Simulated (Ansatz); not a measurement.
A run for Ansatz (a program for electronic structure): R-B3LYP/def2-TZVPPD on GaH3 (SMILES [GaH3]) with ghost functions, monomers drawn apart or pushed together. Files ending in .json are basis or fitting sets from the Basis Set Exchange.

Ansatz 0.2 input:
```yaml
crystal:
  periodic: [false, false, false]
  atoms:
    - {symbol: Ga, position_ang: [-0.00309405, 0.02588828, 0.25572175]}
    - {symbol: H, position_ang: [-0.00894275, 1.57422169, 0.25287382]}
    - {symbol: H, position_ang: [1.33759315, -0.73686005, 0.11897546]}
    - {symbol: H, position_ang: [-1.34142950, -0.74884788, 0.17076386]}
basis:
  gaussian:
    orbitals: def2-TZVPPD.json
    ghost_atoms:
      - {symbol: C, position_ang: [0.06458616, -0.11292356, 3.21055957]}
      - {symbol: O, position_ang: [0.03519691, -0.06003348, 2.08983053]}
hamiltonian:
  xc: {name: B3LYP}
scf: {lower_state_search: off}
```

The head of its log:

```
WARN ansatz: RAYON_NUM_THREADS=2 ignored (pool sized by the plan → 2); use --threads N
Functional definition: B3LYP
these checks for a lower state are left out or cut short: stability, starts, cluster_reference, orbital_swaps, neighbouring_geometries, increment
integrals: 0.09 GiB planned
934 factors; their error is unknown
mean field: 0.80 GiB planned
mean field evaluation 1: about -52426.6150 eV, gradient 2.6e1 eV
mean field evaluation 2: about -52426.6685 eV, gradient 3.3e1 eV
```

Question: Give the final energy of this run.

Answer: -1926.6786 hartree.
